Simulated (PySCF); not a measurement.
SMILES O=CC[SiH2]B(O)O, singlet (GFN2-xTB optimised geometry):

```
14

O      1.763     0.867     0.929
C      1.693    -0.333     1.049
C      1.275    -1.269     0.000
Si    -0.677    -1.269     0.000
B     -1.224     0.625     0.000
O     -1.147     1.324    -1.152
O     -1.600     1.164     1.180
H      1.895    -0.805     2.032
H      1.581    -0.906    -0.979
H      1.657    -2.270     0.168
H     -1.002    -2.115    -1.161
H     -1.057    -2.066     1.181
H     -1.312     2.270    -1.126
H     -1.763     2.110     1.223
```

Calculation: PBE0/def2-TZVP in PySCF.

Task: What are the frontier orbital energies and the dipole moment?

Result: HOMO-2 -8.92 eV, HOMO-1 -8.62 eV, HOMO -7.18 eV, LUMO -0.71 eV, LUMO+1 -0.22 eV; dipole moment 1.59 D.

Meta-Löwdin charges at PBE0/def2-TZVP: O1 -0.43, C2 0.28, C3 -0.47, Si4 0.48, B5 0.27, O6 -0.51, O7 -0.51, H8 0.07, H9 0.15, H10 0.14, H11 -0.08, H12 -0.09, H13 0.35, H14 0.35.
